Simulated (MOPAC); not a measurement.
MOPAC input (PM6):

```
PM6 FORCE THERMO(298,298) PRECISE LET UHF MS=0.5 GEO-OK AUX(PRECISION=9) THREADS=1
H4AsSi

Si   -1.51316946 1    0.30715875 1   -0.35250963 1
As    0.72280752 1   -0.13949195 1    0.18648487 1
H    -1.89686688 1    1.76975732 1   -0.39013942 1
H    -2.54442514 1   -0.41746505 1    0.48371122 1
H     1.33822266 1    0.44620569 1   -1.07461685 1
H     0.73447840 1   -1.59302866 1   -0.25989137 1
```

From the output:

```
     H    6   0.226464   2.987145   0.062453   0.015361   0.296174   3.113667

          HEAT OF FORMATION =      38.599263 KCALS/MOLE

          ZERO POINT ENERGY      18.892 KCAL/MOL

           NORMAL COORDINATE ANALYSIS (Total motion = 1 Angstrom)

   Root No.       1         2         3         4         5         6         7         8

                 1 A"      1 A'      2 A"      2 A'      3 A'      3 A"      4 A'      5 A'

                 121.5     371.9     411.0     455.8     652.7     661.7     876.5     985.3

           1    0.0000    0.2531   -0.0000   -0.0202    0.0045    0.0000    0.0199   -0.0011
           2    0.0072   -0.0039   -0.0103   -0.0067    0.0118    0.0209   -0.0048   -0.0007
           3   -0.0036   -0.0079    0.0051   -0.0134    0.0238   -0.0104   -0.0097   -0.0014
           4    0.0000   -0.1029    0.0000   -0.0026   -0.0057   -0.0000   -0.0003    0.0028
           5    0.0034    0.0005    0.0006   -0.0006   -0.0031   -0.0068   -0.0006   -0.0041
           6   -0.0017    0.0011   -0.0003   -0.0012   -0.0062    0.0034   -0.0013   -0.0083
           7    0.0148    0.2805    0.2506    0.1585   -0.1132   -0.1920   -0.3051    0.0050
           8    0.0141    0.0116    0.1148    0.0840   -0.0476   -0.0747   -0.1497    0.0031
           9    0.2591    0.0465   -0.0088    0.1893   -0.1734    0.0051    0.2904    0.0060
          10   -0.0148    0.2805   -0.2506    0.1585   -0.1132    0.1920   -0.3051    0.0050
          11   -0.1981    0.0300    0.0763    0.1002   -0.1095   -0.0492    0.3219    0.0029
          12   -0.1676    0.0373   -0.0862    0.1812   -0.1426    0.0565    0.0559    0.0061
          13    0.0005    0.0166   -0.2155    0.2195    0.2615   -0.2759    0.0398   -0.0953
          14   -0.2151    0.0241    0.0199    0.0216    0.0350    0.0100    0.0050    0.4393
          15   -0.0926    0.0233   -0.0272    0.0457    0.0551   -0.0361    0.0080    0.1841
          16   -0.0005    0.0166    0.2155    0.2195    0.2615    0.2759    0.0398   -0.0953
          17   -0.0560    0.0041    0.0337    0.0234    0.0228    0.0348    0.0033   -0.1183
          18    0.2274    0.0332    0.0005    0.0448    0.0611    0.0138    0.0088    0.4614

   Root No.       9        10        11        12

                 6 A'      4 A"      5 A"      7 A'

                2024.7    2059.7    2289.8    2304.5

           1    0.0148   -0.0000   -0.0000    0.0006
           2   -0.0059   -0.0247   -0.0005   -0.0002
           3   -0.0119    0.0123    0.0003   -0.0003
           4    0.0001   -0.0000   -0.0000    0.0017
           5   -0.0000   -0.0001   -0.0087   -0.0036
           6   -0.0000    0.0000    0.0043   -0.0072
           7   -0.2076   -0.2160    0.0003    0.0012
           8    0.4405    0.4340    0.0010   -0.0019
           9   -0.0118    0.0003   -0.0002   -0.0006
          10   -0.2076    0.2160   -0.0003    0.0012
          11   -0.2753    0.2617    0.0008    0.0007
          12    0.3442   -0.3463   -0.0006   -0.0019
          13   -0.0022    0.0003    0.0744   -0.0718
          14   -0.0016   -0.0008    0.1873   -0.2073
          15    0.0009    0.0011   -0.4508    0.4417
          16   -0.0022   -0.0003   -0.0744   -0.0718
          17    0.0017   -0.0013    0.4725    0.4773
          18   -0.0007   -0.0000    0.1227    0.1012

           MASS-WEIGHTED COORDINATE ANALYSIS (NORMAL COORDINATES)

   Root No.       1         2         3         4         5         6         7         8

                 1 A"      1 A'      2 A"      2 A'      3 A'      3 A"      4 A'      5 A'

                 121.5     371.9     411.0     455.8     652.7     661.7     876.5     985.3

           1    0.0000    0.8073   -0.0000   -0.2107    0.0462    0.0000    0.1629   -0.0084
           2    0.0759   -0.0125   -0.1083   -0.0697    0.1222    0.2163   -0.0393   -0.0053
           3   -0.0378   -0.0252    0.0539   -0.1401    0.2457   -0.1075   -0.0791   -0.0106
           4    0.0000   -0.5359    0.0000   -0.0444   -0.0955   -0.0000   -0.0045    0.0354
           5    0.0595    0.0028    0.0097   -0.0099   -0.0523   -0.1144   -0.0083   -0.0516
           6   -0.0296    0.0056   -0.0048   -0.0199   -0.1052    0.0569   -0.0167   -0.1037
           7    0.0298    0.1695    0.5002    0.3134   -0.2212   -0.3771   -0.4722    0.0072
           8    0.0284    0.0070    0.2292    0.1662   -0.0930   -0.1467   -0.2316    0.0044
           9    0.5206    0.0281   -0.0176    0.3743   -0.3388    0.0100    0.4495    0.0087
          10   -0.0298    0.1695   -0.5002    0.3134   -0.2212    0.3771   -0.4722    0.0072
          11   -0.3980    0.0181    0.1523    0.1981   -0.2140   -0.0966    0.4982    0.0043
          12   -0.3369    0.0225   -0.1721    0.3584   -0.2786    0.1109    0.0866    0.0088
          13    0.0010    0.0100   -0.4302    0.4340    0.5111   -0.5417    0.0616   -0.1377
          14   -0.4322    0.0145    0.0397    0.0428    0.0684    0.0196    0.0077    0.6346
          15   -0.1861    0.0141   -0.0543    0.0904    0.1076   -0.0709    0.0123    0.2660
          16   -0.0010    0.0100    0.4302    0.4340    0.5111    0.5417    0.0616   -0.1377
          17   -0.1124    0.0025    0.0673    0.0463    0.0446    0.0684    0.0052   -0.1709
          18    0.4570    0.0201    0.0011    0.0887    0.1195    0.0272    0.0136    0.6665

   Root No.       9        10        11        12

                 6 A'      4 A"      5 A"      7 A'

                2024.7    2059.7    2289.8    2304.5

           1    0.1125   -0.0000   -0.0000    0.0048
           2   -0.0447   -0.1861   -0.0041   -0.0012
           3   -0.0898    0.0925    0.0020   -0.0023
           4    0.0010   -0.0000   -0.0000    0.0204
           5   -0.0002   -0.0008   -0.1066   -0.0437
           6   -0.0004    0.0004    0.0530   -0.0880
           7   -0.2979   -0.3082    0.0004    0.0017
           8    0.6322    0.6192    0.0014   -0.0027
           9   -0.0169    0.0005   -0.0003   -0.0009
          10   -0.2979    0.3082   -0.0004    0.0017
          11   -0.3950    0.3733    0.0011    0.0010
          12    0.4938   -0.4940   -0.0009   -0.0027
          13   -0.0032    0.0004    0.1059   -0.1024
          14   -0.0023   -0.0011    0.2664   -0.2958
          15    0.0013    0.0016   -0.6409    0.6301
          16   -0.0032   -0.0004   -0.1059   -0.1024
          17    0.0024   -0.0019    0.6718    0.6809
          18   -0.0010   -0.0001    0.1744    0.1444

          DESCRIPTION OF VIBRATIONS

 VIBRATION          1    1A"         ATOM PAIR     ENERGY CONTRIBUTION    RADIAL
 FREQUENCY           121.45         As2 -- H 5         +31.6% (266.3%)      0.7%
 TRANSITION DIPOLE   0.2336         As2 -- H 6         +31.6% (266.3%)      0.7%
 TRAVEL (Ang.)       0.0000         Si1 -- H 4         +18.2% (202.1%)      1.0%
 REDUCED MASS        0.2517         Si1 -- H 3         +18.2% (202.1%)      1.0%
 EFFECTIVE MASS      4.2278
 FORCE CONSTANT      0.0022

 VIBRATION          2    1A'         ATOM PAIR     ENERGY CONTRIBUTION    RADIAL
 FREQUENCY           371.85         Si1 -- As2         +46.0% (114.0%)     99.9%
 TRANSITION DIPOLE   0.4541         Si1 -- H 3         +23.5% ( 81.5%)     21.0%
 TRAVEL (Ang.)       0.1000         Si1 -- H 4         +23.5% ( 81.5%)     21.0%
 REDUCED MASS       18.1460         As2 -- H 6          +3.5% ( 31.4%)      1.3%
 EFFECTIVE MASS     44.3759
 FORCE CONSTANT      1.4783

 VIBRATION          3    2A"         ATOM PAIR     ENERGY CONTRIBUTION    RADIAL
 FREQUENCY           411.03         Si1 -- H 3         +33.0% ( 87.2%)      2.1%
 TRANSITION DIPOLE   0.2098         Si1 -- H 4         +33.0% ( 87.2%)      2.1%
 TRAVEL (Ang.)       0.7889         As2 -- H 5         +16.6% ( 61.8%)      0.0%
 REDUCED MASS        0.2636         As2 -- H 6         +16.6% ( 61.8%)      0.0%
 EFFECTIVE MASS      1.4824
 FORCE CONSTANT      0.0262

 VIBRATION          4    2A'         ATOM PAIR     ENERGY CONTRIBUTION    RADIAL
 FREQUENCY           455.79         Si1 -- H 4         +25.5% ( 58.4%)      0.0%
 TRANSITION DIPOLE   0.2408         Si1 -- H 3         +25.5% ( 58.4%)      0.0%
 TRAVEL (Ang.)       0.6450         As2 -- H 6         +23.5% ( 56.2%)      0.2%
 REDUCED MASS        0.3556         As2 -- H 5         +23.5% ( 56.2%)      0.2%
 EFFECTIVE MASS      2.0418
 FORCE CONSTANT      0.0435

 VIBRATION          5    3A'         ATOM PAIR     ENERGY CONTRIBUTION    RADIAL
 FREQUENCY           652.72         As2 -- H 5         +31.8% ( 47.4%)      1.3%
 TRANSITION DIPOLE   0.4749         As2 -- H 6         +31.8% ( 47.4%)      1.3%
 TRAVEL (Ang.)       0.4942         Si1 -- H 4         +16.8% ( 34.4%)      1.3%
 REDUCED MASS        0.4229         Si1 -- H 3         +16.8% ( 34.4%)      1.3%
 EFFECTIVE MASS      2.5529
```
